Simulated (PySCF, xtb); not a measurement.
Al(GeH3)(H)(OMe) (CH7AlGeO), SMILES C[O][AlH][GeH3].

GFN2-xTB run with xtb 6.7.1 at its own geometry gives an orbital gap of 4.22 eV and a dipole moment of 1.96 D.

The structure is a stationary point at B3LYP-D3(BJ)/def2-SVP. The structure was generated by enumeration; whether it is a known compound was not checked. Other conformers were not sampled.

Question: What does PBE/def2-TZVP in PySCF give? (Estimate from the structure and the level; the computed values follow.)

Answer: gap 4.10 eV (levels -6.23 and -2.13 eV), dipole 0.78 D.
